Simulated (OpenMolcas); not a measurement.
## OpenMolcas run: neutral hafnium

Input:

```
&GATEWAY
Coord
1

Hf 0.0 0.0 0.0
Basis=ANO-RCC-VDZP
Group=XYZ
NoMove
AngMom=0.0 0.0 0.0
AMFI
&SEWARD
Relativistic=R04O02
* reference wave functions (RASSCF and RASSI steps not shown): 4 electrons in 6 orbitals (5d 6s)
>>> COPY JOB001 $Project.JobIph
&CASPT2
Multistate=10 1 2 3 4 5 6 7 8 9 10
Frozen=14 16
IPEA=0.0
Imaginary=0.25
MaxIter=60
WThr=0.0 0.3 0.05
PrWF=0.5
NoMix
>>> COPY JOB002 $Project.JobIph
&CASPT2
Multistate=55 1 2 3 4 5 6 7 8 9 10 11 12 13 14 15 16 17 18 19 20 21 22
23 24 25 26 27 28 29 30 31 32 33 34 35 36 37 38 39 40 41 42 43 44 45 46
47 48 49 50 51 52 53 54 55
Frozen=14 16
IPEA=0.0
Imaginary=0.25
MaxIter=60
WThr=0.0 0.3 0.05
PrWF=0.5
NoMix
>>> COPY JOB003 $Project.JobIph
&CASPT2
Multistate=24 1 2 3 4 5 6 7 8 9 10 11 12 13 14 15 16 17 18 19 20 21 22
23 24
Frozen=14 16
IPEA=0.0
Imaginary=0.25
MaxIter=60
WThr=0.0 0.3 0.05
PrWF=0.5
NoMix
```

Launched by
```bash
OMP_NUM_THREADS=1 MOLCAS_MEM=2252 MOLCAS_PROJECT=a pymolcas a.inp > a.log  # once for each step of the input, in one work folder
```

Output, cut to the results:

```
--- CASPT2 ---
Orbital specifications:
      -----------------------

      Symmetry species                           1   2
                                                ag  au
      Frozen orbitals                           14  16
      Inactive orbitals                          1   3
      Active orbitals                            6   0
      Secondary orbitals                        15  13
      Deleted orbitals                           0   0
      Number of basis functions                 36  32
Type of calculation                        MS-CASPT2
      Fock operator                              state-specific
      IPEA shift                                 0.00
      Real shift                                 0.00
      Imaginary shift                            0.25
      The input orbitals will be transformed to quasi-canonical
Reference energy:      -15074.4290318643
      E2 (Non-variational):      -0.1861116255
      Shift correction:          -0.0014531284
      E2 (Variational):          -0.1875647538
      Total energy:          -15074.6165966181
      Residual norm:              0.0000000840
      Reference weight:           0.95576
      Contributions to the CASPT2 correlation energy
      Active & Virtual Only:         -0.0124012139
      One Inactive Excited:          -0.0640562896
      Two Inactive Excited:          -0.1096541219
Reference energy:      -15074.4290318642
      E2 (Non-variational):      -0.1860937399
      Shift correction:          -0.0014480080
      E2 (Variational):          -0.1875417479
      Total energy:          -15074.6165736121
      Residual norm:              0.0000000840
      Reference weight:           0.95580
      Contributions to the CASPT2 correlation energy
      Active & Virtual Only:         -0.0123886697
      One Inactive Excited:          -0.0640534044
      Two Inactive Excited:          -0.1096516658
::    CASPT2 Root  1     Total energy: -15074.61659662
::    CASPT2 Root  2     Total energy: -15074.61657361
::    CASPT2 Root  3     Total energy: -15074.61698711
::    CASPT2 Root  4     Total energy: -15074.61541847
::    CASPT2 Root  5     Total energy: -15074.61561024
::    CASPT2 Root  6     Total energy: -15074.61722907
::    CASPT2 Root  7     Total energy: -15074.61717455
::    CASPT2 Root  8     Total energy: -15074.58767440
::    CASPT2 Root  9     Total energy: -15074.58767440
::    CASPT2 Root 10     Total energy: -15074.58767440
::    MS-CASPT2 Root  1     Total energy: -15074.61730253
::    MS-CASPT2 Root  2     Total energy: -15074.61719377
::    MS-CASPT2 Root  3     Total energy: -15074.61694442
::    MS-CASPT2 Root  4     Total energy: -15074.61659315
::    MS-CASPT2 Root  5     Total energy: -15074.61655870
::    MS-CASPT2 Root  6     Total energy: -15074.61558698
::    MS-CASPT2 Root  7     Total energy: -15074.61541315
::    MS-CASPT2 Root  8     Total energy: -15074.58767425
::    MS-CASPT2 Root  9     Total energy: -15074.58767309
::    MS-CASPT2 Root 10     Total energy: -15074.58767283
--- CASPT2 ---
Orbital specifications:
      -----------------------

      Symmetry species                           1   2
                                                ag  au
      Frozen orbitals                           14  16
      Inactive orbitals                          1   3
      Active orbitals                            6   0
      Secondary orbitals                        15  13
      Deleted orbitals                           0   0
      Number of basis functions                 36  32
Type of calculation                        MS-CASPT2
      Fock operator                              state-specific
      IPEA shift                                 0.00
      Real shift                                 0.00
      Imaginary shift                            0.25
      The input orbitals will be transformed to quasi-canonical
Reference energy:      -15074.4672757752
      E2 (Non-variational):      -0.2083808266
      Shift correction:          -0.0044838250
      E2 (Variational):          -0.2128646516
      Total energy:          -15074.6801404268
      Residual norm:              0.0000002977
      Reference weight:           0.92997
      Contributions to the CASPT2 correlation energy
      Active & Virtual Only:         -0.0307620003
      One Inactive Excited:          -0.0611263243
      Two Inactive Excited:          -0.1164925021
Reference energy:      -15074.4672757752
      E2 (Non-variational):      -0.2085649446
      Shift correction:          -0.0045028564
      E2 (Variational):          -0.2130678010
      Total energy:          -15074.6803435762
      Residual norm:              0.0000002931
      Reference weight:           0.92978
      Contributions to the CASPT2 correlation energy
      Active & Virtual Only:         -0.0308418339
      One Inactive Excited:          -0.0611842574
      Two Inactive Excited:          -0.1165388534
::    CASPT2 Root  1     Total energy: -15074.68014043
::    CASPT2 Root  2     Total energy: -15074.68034358
::    CASPT2 Root  3     Total energy: -15074.67898451
::    CASPT2 Root  4     Total energy: -15074.67976269
::    CASPT2 Root  5     Total energy: -15074.67956249
::    CASPT2 Root  6     Total energy: -15074.68014907
::    CASPT2 Root  7     Total energy: -15074.67843839
::    CASPT2 Root  8     Total energy: -15074.66544553
::    CASPT2 Root  9     Total energy: -15074.66544553
::    CASPT2 Root 10     Total energy: -15074.66544553
::    CASPT2 Root 11     Total energy: -15074.57027485
::    CASPT2 Root 12     Total energy: -15074.57028366
::    CASPT2 Root 13     Total energy: -15074.57046297
::    CASPT2 Root 14     Total energy: -15074.57042853
::    CASPT2 Root 15     Total energy: -15074.57044736
::    CASPT2 Root 16     Total energy: -15074.57030636
::    CASPT2 Root 17     Total energy: -15074.57031799
::    CASPT2 Root 18     Total energy: -15074.57036016
::    CASPT2 Root 19     Total energy: -15074.57032294
...
```

Levels above the lowest, from the spin-orbit matrix with the multistate effective Hamiltonian, averaged by term, added to it:

```
Configuration  Term  J  E (cm-1)  Measured (cm-1)  Term weight %          Second
      5d2 6s2    3F  2       0.0              0.0             92            7 1D
      5d2 6s2    3F  3      2200             2357            100                
      5d2 6s2    3P  0      3930             5522             96            2 1S
      5d2 6s2    3F  4      4330             4568             98            2 1G
      5d2 6s2    3P  1      4890             6573             98                
      5d2 6s2    3P  2      4910                              66           28 1D
      5d2 6s2    1D  2      8460             5639             65           31 3P
      5d2 6s2    1G  4     11820            10533             97            2 3F
       5d3 6s    5F  1     14090                              97            3 3D
       5d3 6s    5F  2     14740                              98            2 3D
       5d3 6s    5F  3     15680                              98                
       5d3 6s    5F  4     16810                              98                
       5d3 6s    5F  5     18020                              96            4 3G
       5d3 6s    5P  1     21920                              96         2 3P(1)
       5d3 6s    5P  2     22230                              92         4 3P(2)
       5d3 6s    5P  3     23490                              98                
      5d2 6s2    1S  0     23590            20328             94  3 5d3 6s 3P(1)
```

Against the 7 measured excited levels shown (NIST Handbook of Basic Atomic Spectroscopic Data) the mean absolute deviation is 1600 cm-1; the largest miss in energy is 5d2 6s2 1S0: computed 23590, measured 20328 cm-1 (+16.0 %), and the largest in proportion 5d2 6s2 1D2 [65 %] (+50.1 %).

CASPT2 does not keep the components of a term degenerate, so their means are used; among the terms shown or strongly mixed into the levels shown the widest spread is 700 cm-1 (5d2 6s2 1G). Some high roots are left out of the spin-orbit mixing, which shifts the levels that they would mix with. Some levels mix across a computed gap that differs much from the measured one, so their mixing is not that of the real levels. A single d shell beside an s shell can misplace configurations of different d count against each other. Some terms miss by over 15 % even with CASPT2, which points to a basis or an active space too small for the shells correlated. Measured partners are found by configuration, term and J. A level has none where our copy of the source lacks it or the pairing is in doubt (some pairs that miss far off the trend of their configuration count as doubtful), and it then counts in no deviation. Only configurations of the active space appear. The first state left out of the spin-orbit step lies near 31000 cm-1 above the lowest spin-free state of the reference (among the parities and spins computed), and the list stops at four fifths of that energy or lower.

The CASPT2 steps took 28 s on 1 thread of Arm Neoverse V1, on a shared host; the integral step is not counted.

The term weight is that of the spin-free term in the level, not the purity of its configuration. A share in square brackets marks a mixed level and gives the weight of the term that names it. A number in round brackets counts repeated terms of one configuration in the order of the reference energies.
